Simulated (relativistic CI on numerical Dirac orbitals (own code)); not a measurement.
# Radial parameters of Cs²³⁺

Computed by Dirac-Coulomb-Breit CI, KLI orbitals optimised for each configuration, a model potential for QED, unscaled Slater integrals (own radial code, finite nucleus).

Slater integrals F^k, G^k are unscaled and averaged over j, outside the closed core [Ar] 3d10; ζ comes from projecting the Hamiltonian with its Breit term on Σ l·s of the shell.

- 4s²4p²: F^2(4p,4p) = 161080, ζ(4p) = 101350 cm⁻¹; <r>(4p) = 0.6411, <r^2>(4p) = 0.4638 (bohr units).
- 4s4p³: F^2(4p,4p) = 161060, G^1(4s,4p) = 211190, ζ(4p) = 101230 cm⁻¹; <r>(4s) = 0.6235, <r^2>(4s) = 0.4361, <r>(4p) = 0.6411, <r^2>(4p) = 0.4639 (bohr units).
- 4s²4p4d: ζ(4p) = 101620, F^2(4p,4d) = 156540, G^1(4p,4d) = 196420, G^3(4p,4d) = 125380, ζ(4d) = 11834 cm⁻¹; <r>(4p) = 0.6413, <r^2>(4p) = 0.4641, <r>(4d) = 0.6558, <r^2>(4d) = 0.4906 (bohr units).

Averages of the first 10 configurations, taken without configuration mixing, which lowers the lowest level and can move excited configurations by several eV; other configurations of the list can lie among them:

```json
{"Configuration": "4s²4p²", "Parity": "even", "States": "15", "Average energy above the lowest level (eV)": "27.5"}
{"Configuration": "4s4p³", "Parity": "odd", "States": "40", "Average energy above the lowest level (eV)": "95.7"}
{"Configuration": "4s²4p4d", "Parity": "odd", "States": "60", "Average energy above the lowest level (eV)": "128.9"}
{"Configuration": "4p⁴", "Parity": "even", "States": "15", "Average energy above the lowest level (eV)": "171.1"}
{"Configuration": "4s4p²4d", "Parity": "even", "States": "300", "Average energy above the lowest level (eV)": "194.0"}
{"Configuration": "4s²4p4f", "Parity": "even", "States": "84", "Average energy above the lowest level (eV)": "230.7"}
{"Configuration": "4s4p²4f", "Parity": "odd", "States": "420", "Average energy above the lowest level (eV)": "296.0"}
{"Configuration": "4p³4d", "Parity": "odd", "States": "200", "Average energy above the lowest level (eV)": "266.3"}
{"Configuration": "4s4p4d²", "Parity": "odd", "States": "540", "Average energy above the lowest level (eV)": "294.3"}
{"Configuration": "4s²4d4f", "Parity": "odd", "States": "140", "Average energy above the lowest level (eV)": "332.5"}
```
